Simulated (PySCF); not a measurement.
# LiSe⁻: frontier orbitals

RHF at R = 2.193 Å; basis Li aug-pcseg-1, Se aug-pcseg-1; no relativity; PySCF 2.14. State: ¹Σ⁺ (singlet), closed shell. Only the outer orbitals are listed, counted within each symmetry.

| orbital | occ. | ε (eV) | on Li (%) | main shells (%) |
| --- | --- | --- | --- | --- |
| 8σ | 2 | -14.67 | 5 | 95 Se s |
| 9σ | 2 | -2.49 | 19 | 80 Se p, 15 Li s |
| 4π | 2 | -1.64 | 7 | 92 Se p |
| 4π | 2 | -1.64 | 7 | 92 Se p |
| 10σ | 0 | 2.28 | 89 | 54 Li p, 35 Li s |

Question: Which are the highest filled and the lowest empty level, where do they sit, and how wide is the gap?

Answer: Highest filled 4π at -1.64 eV (in %: 92 Se p); lowest empty 10σ at 2.28 eV (in %: 54 Li p, 35 Li s); the gap at RHF is 3.92 eV. An empty level above zero is unbound, and its energy depends on the basis.

```json
{
  "bond order (Mayer)": "1.29",
  "⟨S²⟩": "0.000",
  "charge on Li (Mulliken, basis-dependent)": "0.22",
  "charge on Li (Löwdin, basis-dependent)": "0.08",
  "dipole moment (positive dipole points towards Se; it is taken about the centre of mass and depends on that origin)": "-5.65 D",
  "polarisability along the bond": "122.0 bohr³",
  "polarisability across the bond": "113.2 bohr³"
}
```
